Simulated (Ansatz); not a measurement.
Relative stability

The two ends of one reaction step of BSiH6ClO, closed shell (PBE0-D4/def2-TZVP).

A:

```xyz
10
angstrom
B -1.3669 0.1254 -0.3012
Cl -1.7134 -1.5671 -0.9306
H -2.2859 0.5972 0.3020
H -0.8344 0.8289 -1.1282
H -0.3103 -0.9081 1.2669
O -0.1716 -0.0868 0.7788
Si 1.3759 0.1994 0.1028
H 2.3151 -0.3488 1.1101
H 1.4985 -0.5033 -1.1875
H 1.4930 1.6633 -0.0133
```

B:

```
atom    x (Å)    y (Å)    z (Å)
  B1  -1.2076   0.7181  -0.7352
 Cl2  -1.3049  -2.3544   1.8133
  H3  -2.3484   0.3895  -0.5880
  H4  -0.8811   1.6224  -1.4546
  H5  -0.9632  -1.3768   1.0378
  O6  -0.2618   0.0296  -0.0542
 Si7   1.4020   0.2116  -0.0173
  H8   1.9960  -1.0644  -0.4737
  H9   1.7844   1.3303  -0.9122
 H10   1.7844   0.4941   1.3840
```

Program: Ansatz 0.2.0. Basis: def2-TZVPP. Cores are frozen in the correlated methods. B3LYP uses VWN-RPA correlation.

Which structure is lower at CCSD(T), and by how much? (An estimate is asked for; the value comes from the calculation.)

The calculation gives: B, by 10.9 kJ/mol (electronic energy, against the other). By their contacts, A is BSiH₆ClO ([SiH3][OH][BH2][Cl]) and B is a complex of BSiH₅O ([BH2][O][SiH3]) + HCl.

Do the other methods give the same order? (Judge from chemistry; the calculation decides.)

The calculation gives: Not all: SPW92, PBE0-D4, PBE-QIDH give the other order.

```
      method  E(B) − E(A) (kJ/mol)
       SPW92                  22.9
      PBE-D4                  -1.2
     BLYP-D4                 -23.0
   r2SCAN-D4                  -2.8
      B97M-V                 -11.0
     PBE0-D4                   1.0
    B3LYP-D4                 -19.2
  r2SCAN0-D4                  -0.5
    BHLYP-D4                 -18.0
CAM-B3LYP-D4                 -16.6
     wB97X-V                  -6.7
     wB97M-V                  -4.8
      B2PLYP                 -18.9
    PBE-QIDH                   0.3
  RPA on PBE                 -17.0
          HF                 -41.7
         MP2                  -6.0
        CCSD                 -14.7
     CCSD(T)                 -10.9
```

The T1 diagnostic stays at or below 0.012.

Labels in which every atom is bracketed show which atoms are joined, not bond orders.

For scale, one of the runs: CCSD(T)/def2-TZVPP, 230 basis functions, launched by `ansatz run in.yaml --threads 4 --pin off --events-out ev --progress --plain --max-ram 9574MiB`. Time: 97 s of wall clock on 4 CPU threads of an Intel Xeon; the host was shared. Peak host memory: 3.8 GiB.
